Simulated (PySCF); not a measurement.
SMILES [CH2](CCC)[Al]([CH3])[F] (GFN2-xTB optimised geometry):

```
19

Al     1.163    -1.205     0.000
F      0.434    -2.695    -0.003
C      3.151    -1.205     0.000
H      3.586    -0.207     0.070
H      3.549    -1.671    -0.907
H      3.539    -1.793     0.838
C     -0.100     0.353     0.000
C     -1.541    -0.148    -0.192
C     -2.595     0.955    -0.067
C     -2.528     1.976    -1.198
H     -0.042     0.922     0.937
H      0.155     1.071    -0.788
H     -1.633    -0.624    -1.173
H     -1.753    -0.919     0.557
H     -3.586     0.493    -0.069
H     -2.471     1.466     0.891
H     -2.617     1.481    -2.163
H     -1.589     2.523    -1.177
H     -3.339     2.695    -1.106
```

Calculation: B3LYP/def2-SVP run with PySCF 2.14.0.

### Question
What are the frontier orbital energies and the dipole moment?

### Answer
HOMO-2 -8.85 eV, HOMO-1 -8.67 eV, HOMO -7.14 eV, LUMO -0.53 eV, LUMO+1 0.00 eV; dipole moment 1.62 D.

On the same geometry PBE/def2-SVP run with PySCF 2.14.0 gives HOMO-2 -7.64 eV, HOMO-1 -7.48 eV, HOMO -6.10 eV, LUMO -1.08 eV, LUMO+1 -0.51 eV; dipole moment 1.55 D.

Meta-Löwdin charges at B3LYP/def2-SVP: Al1 1.00, F2 -0.50, C3 -0.59, H4 0.11, H5 0.11, H6 0.11, C7 -0.46, C8 -0.14, C9 -0.15, C10 -0.28, H11 0.09, H12 0.09, H13 0.08, H14 0.08, H15 0.08, H16 0.08, H17 0.09, H18 0.09, H19 0.09.
